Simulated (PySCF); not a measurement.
NMR data sheet: C$_{6}$H$_{9}$NOSi

```
Formula                               : C6H9NOSi
SMILES                                : C=C(C#N)C[SiH2]C(C)=O
InChI                                 : InChI=1S/C6H9NOSi/c1-5(3-7)4-9-6(2)8/h1,4,9H2,2H3
Point group of the computed structure : C1
Degrees of unsaturation               : 4
Carbon signals                        : 6
Proton signals                        : 5
```

Atoms are numbered as in `[CH2:1]=[C:2]([C:3]#[N:4])[CH2:5][SiH2:6][C:7]([CH3:8])=[O:9]`. Each H is labelled by its parent atom. Ha(C1) is cis to C3; Hb(C1) is trans to C3.

[PySCF 2.14.0 with density-fitted response routines: shieldings: GIAO PBE0/pcSseg-1; GFN2-xTB geometry; equivalent nuclei averaged; one computed conformer; no relativistic terms; gas phase]

Scale: TMS for ¹H, ¹³C, ²⁹Si; ¹⁵N vs NH3; H2O for ¹⁷O (reference shieldings calculated alike).

```tsv
carbon	δC, type	δH (multiplicity)	HMBC from (2–3 bonds)	span of the C tensor (ppm)
C1	141.6, CH2	Ha(C1) 6.12 (br s); Hb(C1) 6.29 (br s)	H(C5)	234
C2	123.8, C	–	Hb(C1), Ha(C1), H(Si6), H(C5)	208
C3	124.0, C	–	Hb(C1), Ha(C1), H(C5)	353
C5	21.3, CH2	2.07 (t)	Hb(C1), Ha(C1), H(Si6)	41
C7	242.3, C	–	H(Si6), H(C8), H(C5)	257
C8	42.8, CH3	2.47 (s)	H(Si6)	82
```

Other nuclei:
| atoms | nucleus | environment | δ (ppm) | σ (ppm) |
| --- | --- | --- | --- | --- |
| H(Si6) | ¹H | hydrogen on a silicon bonded to 2 C | 4.45 | 27.26 |
| Si6 | ²⁹Si | silicon bonded to 2 C, 2 H | -66.2 | 415.4 |
| N4 | ¹⁵N | nitrile nitrogen | 314.9 | -47.1 |
| O9 | ¹⁷O | carbonyl oxygen | 844.8 | -508.7 |

- Carbon types of the structure: 3 × C, 2 × CH2, 1 × CH3, leaving 2 H on heteroatoms.
- δC 242.3: carbonyl carbon.
- δC 141.6: terminal =CH2 carbon; the olefinic region.
- δC 124.0: nitrile carbon; typical of a nitrile.
- δC 123.8: fully substituted alkene carbon; the olefinic region.
- δC 42.8: methyl carbon α to a carbonyl; the adjacent C=O deshields it moderately.

Shifts are as computed. Against solution values, carbons near 30 ppm lie about +3 ppm off and those near 130 ppm about +5 ppm. Of 1211 compounds with measured shifts, 218 miss one by over three times the rms of a fit or turn the order of signals round; such compounds aren't used in these exercises. Unscaled 17O shifts of doubly bonded oxygen tend to come out too high, by tens of ppm or more. Experimental scales use liquid or dissolved standards, which lie at an offset from isolated NH3 (liquid NH3: subtract about 20 ppm) and H2O (liquid H2O: subtract about 36 ppm). Unscaled 15N shifts of sp2 nitrogen come out 20 to 40 ppm too high even then. Multiplicities follow the n + 1 count of equivalent neighbours, as no J values were calculated; m marks all less simple cases, F and P coupling included.
